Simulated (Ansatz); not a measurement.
Two isomers of Ge2H5O: A = `[OH][GeH][GeH3]`•, B = `[GeH2][O][GeH3]`•.

Isolated molecules relaxed with PBE0-D4/def2-TZVP in Ansatz; ΔE leaves out vibrations. CBS: MP2 limit from def2 TZ/QZ plus the TZ coupled-cluster correction, frozen cores. Functionals use def2-TZVPP. B3LYP here is the variant with VWN-RPA as its local correlation; programs differ in this. No spin–orbit coupling; open shells (•) take unrestricted orbitals. For Ge outer-core shells are correlated without core-valence functions, which leaves a few kJ/mol of doubt a bond. Scalar relativity is left out up to krypton. Each species was taken in one conformer, which may not be the lowest.

(1) Which isomer does CCSD(T)/CBS put lower? Give the gap. (An estimate is asked.)

(2) Give E(B) − E(A) in kJ/mol with PBE-D4, LDA (SPW92), MP2/def2-TZVPP, ωB97M-V, BLYP-D4, B3LYP, CCSD(T)/def2-SVP. (Best estimate.)

(3) Does the order hold for the free energy at 298.15 K (harmonic terms from PBE0-D4)? (An estimate is asked.)

Largest T1 diagnostic: 0.014.

Results:

(1) Computed: A, by 10.5 kJ/mol.

(2) Ansatz gave: PBE-D4 26.2, LDA (SPW92) 27.0, MP2/def2-TZVPP 2.8, ωB97M-V 11.5, BLYP-D4 16.8, B3LYP 15.1, CCSD(T)/def2-SVP -7.8. The order is the other way round with CCSD(T)/def2-SVP.

(3) The calculation gave: Yes: G(B) − G(A) = +3.0 kJ/mol, for one conformer each. Modes under 60 cm⁻¹, often nearly free rotors, make the harmonic entropy too high.

From PBE to PBE0 (25 % exact exchange), in def2-TZVPP and without D4, E(B) − E(A) moves by −4.9 kJ/mol. At CCSD(T), def2-SVP lies −18.3 kJ/mol from the extrapolated value and def2-TZVPP −4.5 kJ/mol.
